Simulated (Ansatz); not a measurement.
Ansatz (a program for electronic structure) input (PBE0/6-31G*):

Ansatz 0.2 input:
```yaml
crystal:
  periodic: [false, false, false]
  atoms:
    - {symbol: C, position_ang: [1.81036109, -0.42289796, -0.22712303]}
    - {symbol: Ge, position_ang: [-0.17051939, -0.23190718, -0.17786632]}
    - {symbol: O, position_ang: [-0.45142817, 1.44191540, -0.75821535]}
    - {symbol: O, position_ang: [-0.76096244, -0.13496135, 1.53225708]}
    - {symbol: H, position_ang: [2.15838761, -0.26340037, -1.24579159]}
    - {symbol: H, position_ang: [2.20997899, 0.34643785, 0.43408985]}
    - {symbol: H, position_ang: [2.10347758, -1.41201778, 0.11844278]}
    - {symbol: H, position_ang: [-1.24938538, 1.82627143, -0.37706842]}
    - {symbol: H, position_ang: [-0.92888016, -0.99450606, 1.93245380]}
basis:
  gaussian:
    orbitals: 6-31G*
hamiltonian:
  xc: {name: PBE0}
magnetization: {spin_polarized: true, initial_magnetization: 1}
```

Output:

```
Functional definition: PBE0
integrals: 0.04 GiB planned
862 factors; integrals over basis functions are off by at most 5.8e-4 eV
mean field: 0.62 GiB planned
mean field evaluation 1: about -61700.0394 eV, gradient 5.2e1 eV
mean field evaluation 2: about -61682.1356 eV, gradient 8.5e1 eV
mean field evaluation 4: about -61710.1714 eV, gradient 3.8e0 eV
mean field evaluation 8: about -61710.3749 eV, gradient 4.2e-1 eV
mean field evaluation 16: about -61710.3755 eV, gradient 3.0e-4 eV
mean field -61710.37553262 eV, -2267.8144720291 hartree, gradient 4.7e-5 eV, S^2 0.752989; 0 other end points of the search recorded, 0 dependent functions left out
reference -61710.37555810 eV, -2267.8144729652 hartree; 30, 29 occupied and 60, 61 virtual orbitals, 862 factors
Total energy: -61710.37555810 eV, -2267.8144729652 hartree
```

It need not be the lowest isomer of its formula.
